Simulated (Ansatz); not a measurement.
Basis-set extrapolation for `BBO[SiH](C)F` (PBE0-D4/def2-TZVP geometry, frozen core, Ansatz). Multiplicity 1, RHF reference.

```json
{"": "HF", "def2-TZVPP": "-554.815025", "def2-QZVPP": "-554.837706"}
{"": "MP2 correlation", "def2-TZVPP": "-0.968855", "def2-QZVPP": "-1.045648"}
{"": "CCSD(T) correlation", "def2-TZVPP": "-1.054975", "def2-QZVPP": "not run"}
```

Energies in hartree. Use E(X) = E(∞) + A·exp(−7.88·√X) for Hartree–Fock and E(X) = E(∞) + B·X^(−2.97) for correlation, with X = 3 and 4, and add CCSD(T) minus MP2 of the smaller set to the MP2 limit.

Task: What is the CCSD(T) energy at the basis-set limit?

Result: HF limit: -554.837706 + (-0.022681) × 0.13774 = -554.84083. MP2 limit: -1.045648 + (-0.076793) × 0.74074 = -1.10253. Higher-order term: -1.054975 − (-0.968855) = -0.08612. Total: -556.02948 hartree, 100.1 kcal/mol below CCSD(T)/def2-TZVPP.
